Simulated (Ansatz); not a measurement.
K(I) cation (IK), SMILES [I][K] (connectivity only; charge and spin as stated), charge +1, multiplicity 2.

Geometry: PBE0-D3(BJ)/def2-TZVPD. The spin state was assumed, not searched. The def2 effective core potentials stand for the cores of I; spin–orbit coupling is left out.

Two levels are set side by side: PBE/def2-TZVPD (Ansatz, a program for electronic structure) and CAM-B3LYP/def2-TZVPD (Ansatz). Energy differences of separate SCF runs at the same geometry; the states with an electron removed or added have multiplicity 3 and 1. Differences are taken from unrounded values.

```csv
quantity,CAM-B3LYP,PBE,PBE minus CAM-B3LYP
vertical ionisation energy (eV),14.60,14.47,-0.12
vertical electron affinity (eV),7.27,7.28,0.01
```

Here PBE gives about what the other level gives.
